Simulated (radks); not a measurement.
Q: Valence configurations of Au (all share [Xe]). Method: scalar-relativistic Kohn-Sham, SCAN, spin-polarised, spherical densities, finite nucleus; open shells are filled with parallel spins first (spin-orbit coupling, left out, can overturn this in heavy ions); meta-GGA in the generalised Kohn-Sham scheme; Fermi nuclear charge, rms radius 5.4371 fm; computed with a radial shooting solver on a logarithmic mesh with Libxc functionals. Order these by energy: 4f14 5d9 6p2; 4f12 5d10 6s1 6p2; 4f13 5d9 6s1 6p2; 4f14 5d10 6p1; 4f13 5d10 6s2; 4f12 5d10 6s2 6p1; 4f14 5d9 6s2; 4f13 5d10 6s1 6p1; 4f14 5d10 6s1; 4f14 5d9 6s1 6p1.

A: From the lowest, in eV above it: 4f14 5d10 6s1 0.000; 4f14 5d9 6s2 1.681; 4f14 5d10 6p1 5.718; 4f14 5d9 6s1 6p1 6.840; 4f14 5d9 6p2 13.528; 4f13 5d10 6s2 82.739; 4f13 5d10 6s1 6p1 88.048; 4f13 5d9 6s1 6p2 98.501; 4f12 5d10 6s2 6p1 185.10; 4f12 5d10 6s1 6p2 190.74. NIST lists [Xe] 4f14 5d10 6s1 as the ground configuration; this level of theory agrees among the configurations tried. The energies are those of spherical high-spin densities, not of single terms.
